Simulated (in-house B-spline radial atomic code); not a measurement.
Sr. Computed with a B-spline radial atomic code. Model: all-electron spherical atom, spin shells full or empty, radial basis limit, no spin-orbit coupling, Breit or QED, empty-state partial waves extrapolated as (l+1/2)^-4, RPA, G0W0 and static COHSEX of the highest shell as one setting changes (uncorrelated shells keep exact exchange).

Given: element Sr; charge 0; filled core Kr; hamiltonian one-electron scalar X2C; mean-field start r2SCAN; highest l of empty states 9; nuclear rms radius 4.224 fm; highest mean-field shell 5s.

Shell: 5s 1 1 (electrons up and down).

```csv
lowest nl shells left uncorrelated,RPA correlation energy (hartree),G0W0 level (eV),G0W0 minus most complete (meV),COHSEX level (eV),removal by RPA minus most complete (meV)
0,-2.7413,-5.8512,0,-7.5034,0
1,-2.5833,-5.8511,0,-7.5033,0
2,-2.4008,-5.8518,-0.6,-7.5052,0.6
3,-1.887,-5.8508,0.4,-7.5023,0.3
4,-1.7122,-5.8572,-6,-7.5173,4.7
5,-1.2083,-5.8532,-2,-7.5105,0.1
6,?,?,?,?,?
7,?,?,?,?,?
8,-0.059476,-5.5634,287.8,-7.1001,-233
```

What follows for lowest nl shells left uncorrelated = 7?

RPA correlation energy -0.34697 hartree; G0W0 level -5.8238 eV; G0W0 minus most complete 27.4 meV; COHSEX level -7.4574 eV; removal by RPA minus most complete -17 meV.

What follows for lowest nl shells left uncorrelated = 6?

RPA correlation energy -0.46656 hartree; G0W0 level -5.8256 eV; G0W0 minus most complete 25.6 meV; COHSEX level -7.4595 eV; removal by RPA minus most complete -10.7 meV.
